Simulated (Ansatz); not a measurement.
Basis-set series for BrH₂In, SMILES `[Br][InH2]`. The species carries charge 0 and has multiplicity 1. In takes the def2 core potential. The geometry is a stationary point of PBE0-D4/def2-TZVP.

| functional | basis | functions | energy (Eh) | HOMO (eV) | LUMO (eV) |
| --- | --- | --- | --- | --- | --- |
| PBE0-D4 | def2-SVP | 68 | -2764.90353 | -7.70 | -1.96 |
| PBE0-D4 | def2-QZVPP | 231 | -2765.28114 | -7.85 | -2.04 |
| ωB97M-V | def2-SVP | 68 | -2764.99806 | -9.85 | -0.35 |
| ωB97M-V | def2-QZVPP | 231 | -2765.37390 | -10.03 | -0.55 |

Question: Give the rows for def2-TZVPP. (Best estimate.)

Answer: Ansatz gave: 
```
functional       basis  functions  energy (Eh)  HOMO (eV)  LUMO (eV)
   PBE0-D4  def2-TZVPP        126  -2765.22674      -7.83      -2.03
   ωB97M-V  def2-TZVPP        126  -2765.32127     -10.02      -0.52
```

Scalar relativity is left out up to krypton.
